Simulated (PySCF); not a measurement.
**Electron correlation in Nb (niobium, neutral)**

[Kr] 4d3 5s2, high-spin 4F determinant (an excited configuration). All numbers are calculated (PySCF 2.14, scalar relativity through the core potential, in aug-cc-pVTZ-PP with one added diffuse shell each of s, p, d, f, g type with ECP28MDF (7s7p6d4f3g, 113 functions)). Frozen: 4s2 4p6; 5 electrons correlated.

MP2 pair energies summed by pair of shells (mhartree):

| pair | energy | share (%) |
| --- | --- | --- |
| 4d-5s | -31.38 | 46.9 |
| 5s-5s | -20.06 | 30.0 |
| 4d-4d | -15.46 | 23.1 |

Total MP2 correlation energy: -66.89 mhartree.

Same-spin part -27.43 and opposite-spin part -39.47 mhartree; SCS-MP2 scales them by 1/3 and 6/5 to -56.50 mhartree.
